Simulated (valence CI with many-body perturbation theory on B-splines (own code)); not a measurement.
## Energy levels of Ir LXIII

Computed by relativistic CI+MBPT: five valence electrons over a frozen Dirac-Fock core [Ne], a basis of 11 s, 11 p, 10 d, 8 f, 5 g, 2 h functions for each j, with the one-electron correlation potential Σ1, the two-electron term Σ2, the three-electron term Σ3, Breit, model QED; selected CI, second order for the rest, scaled by the run's own slope (own B-spline code, finite nucleus).

The last digits are not significant, and no measured levels were compared; by estimate large intervals hold to a few tenths of a per cent, small ones and those within an open d or f shell to about a per cent. Among the levels kept, up to 3100 cm⁻¹ of a level comes from second order outside the variational space, and about a tenth of that is noise between levels of different J, which matters for small intervals.

Levels 136 to 174 of 174, with energies above the lowest level, (3s^2 3p1/2^2 3p3/2) J=3/2. "Leading %" is the weight of the configuration and term that name the level; weights of strongly mixed levels are sums over their largest components and can fall short. In the jj column 3d3/2^4 stands for four electrons in 3d with j = 3/2. Lifetimes count E1, E2, E3, M1 and M2 decay at the calculated energies, and are blank where another channel may lead or the interval is too uncertain; long ones can be off by a factor of two.

| No. | Configuration | Term | J | E (× 10³ cm⁻¹) | Leading % | g | Lifetime | Leading jj |
| --- | --- | --- | --- | --- | --- | --- | --- | --- |
| 136 | 3s²3p3d² | ⁴G° | 9/2 | 11708 | 48 | 1.166 | 182 fs | 3s^2 3p3/2 3d3/2 3d5/2 (78 %) |
| 137 | 3s²3p3d² | ²H° | 11/2 | 11756 | 61 | 1.147 | 390 fs | 3s^2 3p3/2 3d3/2 3d5/2 (94 %) |
| 138 | 3s²3p3d² | ⁴F° | 7/2 | 11764 | 29 | 1.207 | 156 fs | 3s^2 3p3/2 3d3/2 3d5/2 (75 %) |
| 139 | 3s²3p3d² | ⁴D° | 5/2 | 11822 | 42 | 1.376 | 197 fs | 3s^2 3p3/2 3d3/2 3d5/2 (86 %) |
| 140 | 3s²3p3d² | ²F° | 5/2 | 11833 | 23 | 1.116 | 207 fs | 3s^2 3p3/2 3d3/2 3d5/2 (82 %) |
| 141 | 3s²3p3d² | ²G° | 7/2 | 11835 | 37 | 1.104 | 275 fs | 3s^2 3p3/2 3d3/2 3d5/2 (92 %) |
| 142 | 3s²3p3d² | ⁴D° | 3/2 | 11837 | 34 | 1.126 | 173 fs | 3s^2 3p3/2 3d3/2 3d5/2 (79 %) |
| 143 | 3p⁴3d | ⁴D | 3/2 | 11845 | 16 | 1.000 | 1.40 ps | 3s 3p1/2 3p3/2 3d3/2^2 (52 %) |
| 144 | 3s²3p3d² | ²S° | 1/2 | 11878 | 29 | 1.637 | 142 fs | 3s^2 3p3/2 3d3/2 3d5/2 (71 %) |
| 145 | 3s3p²3d² | ⁶F | 1/2 | 11956 | 39 | 0.344 | 1.12 ps | 3s 3p1/2 3p3/2 3d3/2^2 (75 %) |
| 146 | 3s3p²3d² | ⁶G | 5/2 | 11967 | 15 | 1.063 | 1.04 ps | 3s 3p1/2 3p3/2 3d3/2^2 (62 %) |
| 147 | 3s²3p3d² | ²G° | 7/2 | 11985 | 36 | 1.118 | 195 fs | 3s^2 3p3/2 3d3/2 3d5/2 (84 %) |
| 148 | 3s²3p3d² | ²D° | 5/2 | 12036 | 34 | 1.173 | 152 fs | 3s^2 3p3/2 3d3/2 3d5/2 (77 %) |
| 149 | 3s²3p3d² | ²G° | 9/2 | 12039 | 69 | 1.078 | 225 fs | 3s^2 3p3/2 3d3/2 3d5/2 (90 %) |
| 150 | 3p⁴3d | ²F | 7/2 | 12066 | 24 | 1.080 | 306 fs | 3p1/2^2 3p3/2^2 3d3/2 (72 %) |
| 151 | 3s²3p3d² | ²D° | 3/2 | 12074 | 47 | 0.913 | 203 fs | 3s^2 3p3/2 3d3/2 3d5/2 (86 %) |
| 152 | 3s3p²3d² | ⁶F | 3/2 | 12081 | 22 | 0.925 | 407 fs | 3s 3p1/2 3p3/2 3d3/2^2 (61 %) |
| 153 | 3p⁴3d | ⁴P | 1/2 | 12093 | 25 | 1.078 | 338 fs | 3p1/2^2 3p3/2^2 3d3/2 (50 %) |
| 154 | 3s²3p3d² | ⁴S° | 3/2 | 12097 | 30 | 1.397 | 141 fs | 3s^2 3p3/2 3d3/2 3d5/2 (77 %) |
| 155 | 3s3p²3d² | ⁴G | 7/2 | 12114 | 24 | 1.064 | 1.21 ps | 3s 3p1/2 3p3/2 3d3/2^2 (86 %) |
| 156 | 3p⁴3d | ⁴D | 5/2 | 12123 | 19 | 1.078 | 285 fs | 3p1/2^2 3p3/2^2 3d3/2 (49 %) |
| 157 | 3s²3p3d² | ²F° | 5/2 | 12138 | 61 | 0.955 | 226 fs | 3s^2 3p3/2 3d3/2 3d5/2 (88 %) |
| 158 | 3s3p⁴ | ⁴P | 1/2 | 12147 | 32 | 1.802 | 171 fs | 3s 3p3/2^4 (86 %) |
| 159 | 3s²3p3d² | ²P° | 1/2 | 12151 | 73 | 0.655 | 238 fs | 3s^2 3p3/2 3d3/2 3d5/2 (91 %) |
| 160 | 3s3p²3d² | ²G | 9/2 | 12219 | 24 | 1.121 | 1.25 ps | 3s 3p1/2 3p3/2 3d3/2^2 (94 %) |
| 161 | 3p⁴3d | ²D | 3/2 | 12221 | 43 | 0.884 | 353 fs | 3p1/2^2 3p3/2^2 3d3/2 (71 %) |
| 162 | 3s²3p3d² | ⁴G° | 11/2 | 12390 | 61 | 1.190 | 3.23 ps | 3s^2 3p3/2 3d5/2^2 (94 %) |
| 163 | 3s3p²3d² | ⁴F | 3/2 | 12398 | 19 | 1.297 | 283 fs | 3s 3p1/2 3p3/2 3d3/2^2 (85 %) |
| 164 | 3s3p²3d² | ⁴P | 3/2 | 12420 | 9 | 1.210 | 205 fs | 3s 3p1/2 3p3/2 3d3/2^2 (76 %) |
| 165 | 3s3p²3d² | ⁴G | 5/2 | 12429 | 23 | 1.028 | 215 fs | 3s 3p1/2 3p3/2 3d3/2^2 (95 %) |
| 166 | 3s²3p3d² | ²D° | 5/2 | 12455 | 45 | 1.207 | 2.54 ps | 3s^2 3p3/2 3d5/2^2 (94 %) |
| 167 | 3s3p²3d² | ⁴G | 5/2 | 12476 | 29 | 1.073 | 205 fs | 3s 3p1/2 3p3/2 3d3/2^2 (92 %) |
| 168 | 3s3p²3d² | ⁴H | 7/2 | 12478 | 29 | 0.932 | 236 fs | 3s 3p1/2 3p3/2 3d3/2^2 (94 %) |
| 169 | 3s3p²3d² | ⁴D | 3/2 | 12482 | 25 | 1.279 | 184 fs | 3s 3p1/2 3p3/2 3d3/2^2 (91 %) |
| 170 | 3s²3p3d² | ²F° | 7/2 | 12484 | 49 | 1.221 | 2.79 ps | 3s^2 3p3/2 3d5/2^2 (96 %) |
| 171 | 3s3p²3d² | ⁴P | 1/2 | 12509 | 35 | 2.099 | 141 fs | 3s 3p1/2 3p3/2 3d3/2^2 (87 %) |
| 172 | 3s3p²3d² | ⁴F | 7/2 | 12527 | 20 | 1.210 | 148 fs | 3s 3p1/2 3p3/2 3d3/2^2 (80 %) |
| 173 | 3s²3p3d² | ⁴F° | 9/2 | 12531 | 50 | 1.204 | 1.19 ps | 3s^2 3p3/2 3d5/2^2 (96 %) |
| 174 | 3s3p²3d² | ⁴P | 5/2 | 12545 | 23 | 1.377 | 285 fs | 3s 3p1/2 3p3/2 3d3/2^2 (92 %) |

Where two levels of one J and parity lie close, their mixing, g and order are uncertain.
